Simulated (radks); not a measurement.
Task: All-electron atom: Ba4.75+ in [Kr] 4d10 5p(up 2.5, down 2.5) 5s(up 0.25, down 0) (fractional occupations, a model configuration). All-electron calculation, scalar-relativistic Kohn-Sham, PBE, spin-polarised, spherical densities, point nucleus. Program: a radial shooting solver on a logarithmic mesh with Libxc functionals. Some entries of the table are withheld. Estimate them.

orbital,occ.,eigenvalue (Ry),<r^2> (bohr^2)
1s up,1,-2742.610,0.0008883
1s down,1,-2742.608,0.0008883
2s up,1,-436.8472,0.01421
2s down,1,-436.8461,0.01421
2p up,3,-392.1268,0.01129
2p down,3,-392.1257,0.01129
3s up,1,-95.33627,0.09736
3s down,1,-95.33475,0.09736
3p up,3,-81.00080,0.09742
3p down,3,-80.99924,0.09742
3d up,5,-60.18842,0.08384
3d down,5,-60.18697,0.08384
4s up,1,-21.83267,0.5107
4s down,1,-21.82943,0.5106
4p up,3,-17.20074,0.5789
4p down,3,-17.19714,0.5787
4d up,5,-10.46576,0.7306
4d down,5,-10.46050,0.7298
5s up,0.25,-5.97467,2.664
5s down,0,-5.95451,2.668
5p up,2.5,-4.73142,(1)
5p down,2.5,-4.71271,(2)

Result: 
(1) 5p up <r^2> (bohr^2): 3.342
(2) 5p down <r^2> (bohr^2): 3.350
